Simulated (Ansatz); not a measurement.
Abridged output of a molecular run in Ansatz:

```
Functional definition: HF
1378 factors; integrals over basis functions are off by at most 1.2e-3 eV
mean field evaluation 1: about -9512.1879 eV, gradient 5.9e1 eV
mean field evaluation 2: about -9512.3643 eV, gradient 5.9e1 eV
mean field evaluation 4: about -9519.9211 eV, gradient 5.1e0 eV
mean field evaluation 8: about -9520.0274 eV, gradient 7.5e-1 eV
mean field -9520.02903087 eV, -349.8546139771 hartree, gradient 1.7e-6 eV, S^2 0.000000; 0 other end points of the search recorded, 0 dependent functions left out
6 core orbitals not correlated: weight in the atoms' cores, before any rotation towards them, 1.000 or more for the frozen orbitals, at most 0.000 for the correlated occupied ones
reference -9520.02903087 eV, -349.8546139771 hartree; 22, 22 occupied and 107, 107 virtual orbitals, 1378 factors
second order -30.38200487 eV of doubles, -0.00000000 eV of singles
cycle   1  -29.82515893 eV  change    5.6e-1 eV  update   1.8e-1
cycle   2  -30.72905761 eV  change   -9.0e-1 eV  update   6.3e-2
cycle   3  -31.01176350 eV  change   -2.8e-1 eV  update   3.4e-2
cycle   4  -31.02899591 eV  change   -1.7e-2 eV  update   1.0e-2
cycle   5  -31.02825440 eV  change    7.4e-4 eV  update   3.5e-3
cycle   6  -31.03056058 eV  change   -2.3e-3 eV  update   1.0e-3
cycle   7  -31.03084747 eV  change   -2.9e-4 eV  update   4.4e-4
cycle   8  -31.03076353 eV  change    8.4e-5 eV  update   1.1e-4
cycle   9  -31.03084748 eV  change   -8.4e-5 eV  update   5.2e-5
cycle  10  -31.03085172 eV  change   -4.2e-6 eV  update   1.7e-5
perturbative correction -1.24586354 eV, -0.0457846407 hartree
Total energy: -9552.30574614 eV, -351.0407613851 hartree
```

Its atoms:

Cartesian coordinates in Å:
```
C -2.840 -1.304 -0.141
C -1.806 -0.669 -0.219
Zr 0.089 0.442 -0.319
O 0.751 0.341 -2.098
O -0.232 2.229 0.247
C 1.580 -0.454 1.028
C 2.380 -0.973 1.781
H -3.746 -1.863 -0.070
H 1.066 0.508 -2.982
H -0.323 3.174 0.329
H 3.081 -1.431 2.443
```

Problem. Which basis set was used?
A. cc-pV(T+d)Z
B. def2-TZVPPD
C. def2-SVP
D. def2-TZVPP

Solution. C. It gives 135 functions.

Problem. Write the keys of the input that set method, charge and spin (a neutral closed shell needs none for the last two).

Solution. 
```yaml
correlation: {method: ccsd_t}
```
